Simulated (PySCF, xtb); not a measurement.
Be(OH)(NH2) (BeH₃NO), SMILES [NH2][Be][OH].

GFN2-xTB (xtb) at its own geometry gives an orbital gap of 6.97 eV and a dipole moment of 0.57 D.

Geometry: PBE0-D3(BJ)/def2-TZVP. Other conformers were not sampled.

**Question.** What does M06-2X/def2-TZVPD run with PySCF give? (Estimate from the structure and the level; the computed values follow.)

**Answer.** gap 8.43 eV (levels -8.65 and -0.22 eV), dipole 1.41 D.
